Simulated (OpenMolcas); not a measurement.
V4+ (d1) among equal point charges was computed by CASSCF with the d shell active (OpenMolcas, ANO-RCC-VDZP on the metal). Its lowest spin-free states, and all those of the highest spin:

```json
{"2S+1": "2", "Degeneracy": "2", "E (cm-1)": "0.0"}
{"2S+1": "2", "Degeneracy": "2", "E (cm-1)": "13512"}
{"2S+1": "2", "Degeneracy": "1", "E (cm-1)": "22521"}
```

Task: Is the site octahedral, tetrahedral or cube-like, axial, or of lower symmetry?

Result: The states with 2S+1 = 2 have orbital degeneracies 2, 2, 1. There are pairs but no triples, so the site is axial: not cubic, but with a proper or improper axis of order three or more. The run had V4+ among 2 point charges of -2 e arranged as a linear pair (D∞h), 1.66 Å from the ion.

This is an electrostatic model: the charges have no orbitals. No measured value stands beside these numbers.
